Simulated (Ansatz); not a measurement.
Correlation energies of `[F][Ta]([F])([Cl])([Cl])[Cl]` by basis set

```tsv
atom	x (Å)	y (Å)	z (Å)
F1	0.6250	-0.2594	1.7836
Ta2	0.0422	-0.0496	0.0431
F3	0.9461	-1.6498	-0.3267
Cl4	1.2994	1.0246	-1.5134
Cl5	-1.0129	1.9096	0.6976
Cl6	-1.8999	-0.9754	-0.6842
```

Total charge 0; spin multiplicity 1. Correlated methods include outer-core shells of Ta, which these sets cover unevenly. Ta: def2 effective core potential. Geometry: relaxed with PBE0-D4/def2-TZVP. Frozen core, restricted reference, Ansatz 0.2.0.

```csv
basis,HF (Eh),MP2 corr.,CCSD corr.,(T),CCSD(T) total
def2-SVP,-1633.46614,-1.06564,-1.07685,-0.03484,-1634.57783
def2-TZVPP,?,?,-1.48984,-0.06813,?
def2-QZVPP,?,?,–,–,–
```

**Question.** Fill in the withheld values. (Estimate.)

**Answer.** Computed: def2-TZVPP HF (Eh): -1634.22434; def2-TZVPP MP2 corr.: -1.47381; def2-TZVPP CCSD(T) total: -1635.78231; def2-QZVPP HF (Eh): -1634.27279; def2-QZVPP MP2 corr.: -1.63048.
